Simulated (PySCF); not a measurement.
## Electric field gradients and quadrupole coupling constants

Species: C8H14O.
Structure used (GFN2-xTB), in Å, numbered top down from 1:
```
atom  x, y, z in Å
C1     1.0045    1.4718    0.9240
C2     0.5144    0.5780    0.0761
C3     1.3302    0.1772   -1.1138
C4     2.6608   -0.4486   -0.7724
O5     0.9616    0.3307   -2.2532
C6    -0.8602   -0.0616    0.1813
C7    -1.7645    0.5575   -0.8916
C8    -0.7275   -1.5699   -0.0700
C9    -1.4869    0.1524    1.5610
H10    0.4560    1.8267    1.7780
H11    1.9726    1.9208    0.7741
H12    2.5018   -1.3151   -0.1337
H13    3.2712    0.2626   -0.2209
H14    3.1782   -0.7469   -1.6806
H15   -1.8732    1.6269   -0.7238
H16   -2.7494    0.0966   -0.8588
H17   -1.3403    0.4071   -1.8802
H18   -0.0821   -2.0268    0.6784
H19   -1.7052   -2.0433   -0.0127
H20   -0.3135   -1.7657   -1.0561
H21   -0.8163   -0.1849    2.3483
H22   -2.4103   -0.4183    1.6308
H23   -1.7266    1.1997    1.7259
```

Field gradients from the PBE0/pcSseg-1 density (PySCF, non-relativistic), principal values in atomic units, ordered |Vxx| ≤ |Vyy| ≤ |Vzz|:

| atom | Vxx | Vyy | Vzz |
| --- | --- | --- | --- |
| O5 | 0.5429 | 1.4800 | -2.0229 |

Q: Find the asymmetry η = (Vxx − Vyy)/Vzz and the couplings χ = eQV/h (234.96 MHz × Q in barn × V in au), with Q(17O) = −0.0256 b.

A: 
```
atom    environment  nucleus     η  χzz (MHz)  χxx (MHz)  χyy (MHz)
  O5  ketone oxygen      17O  0.46      12.17      -3.27      -8.90
```

The tensor is traceless: Vxx + Vyy + Vzz = 0.

Q: What is Vzz at O5 in SI units (1 au = 9.71736 × 10²¹ V/m²)?

A: -2.0229 au = -19.657 × 10²¹ V/m².

Were the hydrogens deuterons (Q(2H) = 0.00286 b), χzz would run from 206 kHz (H17) to 228 kHz (H10).

The structure is a single GFN2-xTB conformer in the gas phase; no vibrational or solvent corrections. GFN2-xTB bond lengths can be off by several hundredths of an ångström, more for odd bonds, and the gradients follow them. The basis is small and wasn't made for field gradients, so the couplings can be 20 % off.

These values come from a run that also computed NMR shieldings. On one thread of an Arm Neoverse V1, shared host with 32 logical CPUs at a one-minute load of 8.7, this took 56 s (with the writing of density and orbital grids) and 1.0 GiB of memory at its peak.
